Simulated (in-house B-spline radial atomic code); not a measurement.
Radial electron density of Mg⁸⁺, [He] 2s1 6p1. Computed with a B-spline radial code for spherical atoms: Dirac-Hartree-Fock, average of configuration, Fermi nucleus of rms radius 3.057 fm.

Columns: r (bohr), 4πr²n(r) (electrons per bohr), bar.

```
 0.00553   0.3749 #
 0.00676   0.5431 ##
 0.00825   0.7794 ###
  0.0101    1.116 ####
  0.0123    1.567 #####
   0.015    2.182 #######
  0.0184    3.021 ##########
  0.0224    4.063 ##############
  0.0274    5.386 ##################
  0.0335    6.948 ########################
  0.0409    8.665 ##############################
  0.0499    10.39 ###################################
  0.0609    11.89 ########################################
  0.0744    12.84 ############################################
  0.0909    12.92 ############################################
   0.111    11.92 #########################################
   0.136    9.867 ##################################
   0.166    7.248 #########################
   0.202    4.734 ################
   0.247    2.876 ##########
   0.302    2.038 #######
   0.369    1.973 #######
    0.45    2.095 #######
    0.55     1.92 #######
   0.671    1.387 #####
    0.82   0.7664 ###
       1   0.3165 #
    1.22   0.0733 
    1.49   0.0229 
    1.82  0.09022 
    2.23   0.0528 
    2.72 0.009309 
    3.32     0.14 
    4.06  0.05427 
    4.96  0.06032 
    6.06   0.3016 #
     7.4   0.1875 #
    9.04  0.03036 
      11 0.001396 
    13.5 1.22e-05 
    16.5 2.045e-08 
    20.1 2.854e-11
```

On this grid the curve has 5 maxima, near 0.0909, 0.45, 1.82, 3.32, 6.06 bohr.

The 2s1/2 radial function P(r) = rR(r), positive near the nucleus, with its small component Q(r) (sign convention: Q ≈ (P' + κP/r)/2c):

```tsv
r (bohr)	P	Q
0.00167	0.04227	-0.001861
0.00249	0.06231	-0.002749
0.00371	0.09134	-0.004042
0.00553	0.133	-0.005911
0.00825	0.1916	-0.008575
0.0123	0.2713	-0.01227
0.0184	0.3755	-0.01727
0.0274	0.4976	-0.02352
0.0409	0.6201	-0.03071
0.0609	0.6947	-0.0375
0.0909	0.6377	-0.04147
0.136	0.3379	-0.03903
0.202	-0.2458	-0.02761
0.302	-0.9811	-0.008488
0.45	-1.417	0.009032
0.671	-1.169	0.01408
1	-0.5086	0.007533
1.49	-0.09194	0.001505
2.23	-0.004443	7.711e-05
```
